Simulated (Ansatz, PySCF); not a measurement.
This Ansatz (an electronic-structure program) input computes a PBE/def2-TZVPD energy:

Ansatz 0.2 input:
```yaml
crystal:
  periodic: [false, false, false]
  atoms:
    - {symbol: Sn, position_ang: [0.00434563, -0.00040758, 0.04862414]}
    - {symbol: H, position_ang: [-0.12919566, -1.28652501, -1.22463579]}
    - {symbol: H, position_ang: [-0.08808596, 1.30690401, -1.20657105]}
basis:
  gaussian:
    orbitals: def2-TZVPD
hamiltonian:
  xc: {name: PBE}
total_charge: -1
magnetization: {spin_polarized: true, initial_magnetization: 1}
output: {forces: true}
```

### Question
Write an input for the same energy in PySCF and say what it gives.

### Answer

```python
from pyscf import gto, scf, dft

mol = gto.M(
    atom='''
    Sn    0.00434563   -0.00040758    0.04862414
    H    -0.12919566   -1.28652501   -1.22463579
    H    -0.08808596    1.30690401   -1.20657105
    ''',
    basis='def2-tzvpd',
    ecp='def2-tzvp',
    charge=-1,
    spin=1,
    verbose=4,
)

mf = dft.UKS(mol, xc='pbe').density_fit(auxbasis='def2-universal-jkfit')
mf.grids.level = 3
mf.conv_tol = 1e-9
mf.max_cycle = 100
mf.max_memory = 1500
mf.kernel()
if not mf.converged:
    mf = mf.newton()
    mf.kernel(mf.make_rdm1())
for _ in range(2):
    mo, _, stable, _ = mf.stability(return_status=True)
    if stable:
        break
    mf.kernel(mf.make_rdm1(mo, mf.mo_occ))
mf.analyze()
```
It gives -215.49084 Eh, and Ansatz -215.49080 Eh, a difference of 0.04 mEh, from the treatment of integrals and grids.
